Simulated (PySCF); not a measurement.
C3H12Si3, SMILES [SiH3]C[C@H]1C[SiH2][SiH2]1.

Geometry optimised at PBE-D3(BJ)/def2-SVP. The structure was generated by enumeration; whether it is a known compound was not checked. The values are those of a single conformer.

Two levels are set side by side: TDA-PBE/def2-SVPD (PySCF) and TDA-ωB97X/def2-SVPD (PySCF). Vertical, same geometry. The lowest singlet is HOMO→LUMO 57 %, HOMO−1→LUMO 24 %, HOMO→LUMO+1 14 % with PBE and HOMO→LUMO+1 52 %, HOMO→LUMO 12 %, HOMO−1→LUMO 8 % with the other functional; states are paired by order. Differences are taken from unrounded values.

```tsv
quantity	TDA-ωB97X
lowest singlet excitation (eV)	6.65
lowest triplet excitation (TDA) (eV)	5.74
first bright state (f over 0.05) (eV)	6.65
its oscillator strength	0.07
```

### Question
What does TDA-PBE give, and how far is it from TDA-ωB97X? (The exact figures need the calculation; the answer reports its results.)

### Answer

```csv
quantity,TDA-PBE,TDA-PBE minus TDA-ωB97X
lowest singlet excitation (eV),5.58,-1.07
lowest triplet excitation (TDA) (eV),4.95,-0.79
first bright state (f over 0.05) (eV),5.85,-0.80
its oscillator strength,0.06,-0.02
```

Functionals without exact exchange tend to place singlet excitations lower, as here. Differences between two approximate levels are no errors against the true value.

Rough cost on one machine, each run with all the roots and properties that it gave: TDA-ωB97X against TDA-PBE about 5 times.
